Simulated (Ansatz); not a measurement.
Start from `O[C@@H]1S[Si@@H]1O` and change one atom or group (the configuration at a centre changes too) to get `O[C@@H]1S[Si@H]1F`.

Ansatz, PBE0-D4/def2-TZVP geometries, multiplicity 1. Each molecule was computed in one conformer, which needn't be the lowest.

| property | `O[C@@H]1S[Si@@H]1O` |
| --- | --- |
| LUMO energy (B3LYP/def2-TZVPP) / eV | -0.27 |
| size of the dipole moment (B3LYP/def2-TZVPP) / D | 1.49 |
| HOMO energy (B3LYP/def2-TZVPP) / eV | -6.99 |
| HOMO–LUMO gap (PBE/def2-TZVPP) / eV | 5.11 |
| HOMO energy (ωB97M-V/def2-TZVPP) / eV | -9.41 |
| HOMO–LUMO gap (B3LYP/def2-TZVPP) / eV | 6.72 |

Give the same properties after the change, and the shifts. (An estimate is asked.)

Computed: 
```
                                        property  `O[C@@H]1S[Si@H]1F`  shift
             LUMO energy (B3LYP/def2-TZVPP) / eV                -0.44  -0.17
size of the dipole moment (B3LYP/def2-TZVPP) / D                 1.52   0.03
             HOMO energy (B3LYP/def2-TZVPP) / eV                -7.28  -0.29
             HOMO–LUMO gap (PBE/def2-TZVPP) / eV                 5.18   0.07
           HOMO energy (ωB97M-V/def2-TZVPP) / eV                -9.72  -0.31
           HOMO–LUMO gap (B3LYP/def2-TZVPP) / eV                 6.85   0.13
```

With PBE0 the HOMO falls by 0.31 eV and the LUMO falls by 0.19 eV, so the gap widens by about 0.12 eV. PBE moves the HOMO by -0.30 eV and ωB97M-V by -0.31 eV. Dipoles are sizes alone; their direction can turn.

B3LYP here is the variant with VWN-RPA as its local correlation; programs differ in this.
